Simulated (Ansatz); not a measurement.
AlH5OS2Si (`[SiH3][O][Al]([SH])[SH]`). Total charge 0; spin multiplicity 1.

```xyz
10

Si   -1.639   -0.328    0.849
O    -0.184   -0.136    0.150
Al    1.248    0.232   -0.635
S     2.844   -1.234   -0.759
S     1.554    2.177   -1.551
H    -2.555    0.770    0.440
H    -1.493   -0.308    2.328
H    -2.230   -1.627    0.436
H     2.123   -2.142   -0.078
H     0.332    2.597   -1.179
```

(1) Give the diagnostics of a CCSD(T)/def2-TZVPP run (frozen core, Ansatz). (Best estimate.)

Answers

(1) Computed: T1 = 0.0116, largest single amplitude 0.016, largest double 0.023, (T) share of the correlation energy 3.9 %, 8 CCSD cycles. The RHF solution is stable towards an unrestricted one. T1 lies under the customary mark of 0.02 for closed shells.
